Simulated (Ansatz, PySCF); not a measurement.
This Ansatz (a first-principles code) input computes a PBE/def2-TZVPD energy:

Ansatz 0.2 input:
```yaml
crystal:
  periodic: [false, false, false]
  atoms:
    - {symbol: Bi, position_ang: [0.02496191, 0.00900550, 0.44328029]}
    - {symbol: Cl, position_ang: [0.93441569, -1.52941726, -1.10755109]}
    - {symbol: Cl, position_ang: [-1.05628854, 1.48544922, -1.05669976]}
basis:
  gaussian:
    orbitals: def2-TZVPD
hamiltonian:
  xc: {name: PBE}
total_charge: 1
output: {forces: true}
```

Problem. Write an input for the same energy in PySCF and say what it gives.

Solution. 
```python
from pyscf import gto, scf, dft

mol = gto.M(
    atom='''
    Bi    0.02496191    0.00900550    0.44328029
    Cl    0.93441569   -1.52941726   -1.10755109
    Cl   -1.05628854    1.48544922   -1.05669976
    ''',
    basis='def2-tzvpd',
    ecp='def2-tzvp',
    charge=1,
    spin=0,
    verbose=4,
)

mf = dft.RKS(mol, xc='pbe').density_fit(auxbasis='def2-universal-jkfit')
mf.grids.level = 3
mf.conv_tol = 1e-9
mf.max_cycle = 100
mf.max_memory = 1500
mf.kernel()
if not mf.converged:
    mf = mf.newton()
    mf.kernel(mf.make_rdm1())
mf.analyze()
```
It gives -1134.51050 Eh, and Ansatz -1134.51048 Eh, a difference of 0.02 mEh, from the treatment of integrals and grids.
